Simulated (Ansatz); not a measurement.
Cost and result for the atomization energy of C2H5BSn, SMILES `[BH2][SnH2][C]#C` (9 atoms, 8 bonds).

```csv
atom,x (Å),y (Å),z (Å)
B1,-1.542,-0.129,1.369
Sn2,-0.547,-0.380,-0.625
C3,1.420,0.323,-0.581
C4,2.552,0.738,-0.523
H5,-2.673,-0.480,1.515
H6,-0.958,0.350,2.291
H7,-1.342,0.491,-1.861
H8,-0.463,-2.016,-1.107
H9,3.553,1.102,-0.477
```

The species carries charge 0 and has multiplicity 1. Correlated methods include outer-core shells of Sn, which these sets cover unevenly. Sn takes the def2 core potential. All single points use the PBE0-D4/def2-TZVP geometry. Program: Ansatz. All runs use 2 threads of an Arm Neoverse V2 on a shared host. Times are those of one run each, without the atoms' runs, and a repeat can differ threefold. Electronic energies, without spin–orbit coupling; frozen cores. CCSD(T)/CBS adds CCSD(T) − MP2 in def2-TZVPP to the MP2 limit, and its time is that of the two runs behind it. T1 = 0.014. With those shells the extrapolation isn't a true limit.

CCSD(T)/CBS is a level of theory with its own doubt, some kJ/mol a heavy atom from the limit and from the frozen cores, so smaller differences don't rank the functionals.

```csv
level,functions,wall time
LDA (SPW92)/def2-TZVPP,213,1.3 s
revPBE-D4/def2-TZVPP,213,2.1 s
PBE-D4/def2-TZVPP (with forces),213,2.7 s
BLYP-D4/def2-TZVPP,213,2.7 s
PBE0-D4/def2-TZVPP,213,3 s
BHLYP-D4/def2-TZVPP,213,3 s
r2SCANh-D4/def2-TZVPP,213,4.8 s
B2PLYP/def2-TZVPP,213,6 s
CCSD(T)/def2-SVP,93,6 s
ωB97M-V/def2-TZVPP (with forces),213,12 s
MP2/def2-QZVPP,403,18 s
CCSD(T)/def2-TZVPP,213,120 s
CCSD(T)/CBS(def2),–,2.3 min
```

**Question.** What atomization energy does each give, and how far from CCSD(T)/CBS? (Best estimate.)

**Answer.** Computed: 
| level | atomization (kJ/mol) | difference from CCSD(T)/CBS | per bond |
| --- | --- | --- | --- |
| LDA (SPW92)/def2-TZVPP | 3426.4 | 398.0 | 49.8 |
| revPBE-D4/def2-TZVPP | 2987.1 | -41.3 | -5.2 |
| PBE-D4/def2-TZVPP (with forces) | 3063.5 | 35.1 | 4.4 |
| BLYP-D4/def2-TZVPP | 3006.7 | -21.7 | -2.7 |
| PBE0-D4/def2-TZVPP | 3019.7 | -8.7 | -1.1 |
| BHLYP-D4/def2-TZVPP | 2946.8 | -81.6 | -10.2 |
| r2SCANh-D4/def2-TZVPP | 3004.7 | -23.7 | -3.0 |
| B2PLYP/def2-TZVPP | 2994.0 | -34.4 | -4.3 |
| CCSD(T)/def2-SVP | 2861.8 | -166.6 | -20.8 |
| ωB97M-V/def2-TZVPP (with forces) | 3025.9 | -2.5 | -0.3 |
| MP2/def2-QZVPP | 3029.3 | 0.9 | 0.1 |
| CCSD(T)/def2-TZVPP | 2959.7 | -68.7 | -8.6 |
| CCSD(T)/CBS(def2) | 3028.4 | 0.0 | 0.0 |

In def2-TZVPP, CCSD(T) changes the Hartree–Fock value by +732.5 kJ/mol (the triples alone add +50.2 kJ/mol) and MP2 by +761.4 kJ/mol; breaking electron pairs costs correlation energy, which Hartree–Fock lacks. From BLYP to BHLYP (50 % exact exchange), in def2-TZVPP and without D4, the atomization energy moves by −47.6 kJ/mol: exact exchange takes away binding that semilocal exchange gives to molecules. At CCSD(T), def2-SVP lies −166.6 kJ/mol from the extrapolated value and def2-TZVPP −68.7 kJ/mol: correlation converges slowly with the basis, and small sets miss more of it in the bonded molecule than in its fragments.

Spin–orbit coupling would lower the free Sn atoms strongly, and the atomization energy with them, by more than many differences here. For some Ge, Se and Sn compounds the MP2-based and the directly extrapolated limit differ by 10 to 25 kJ/mol.
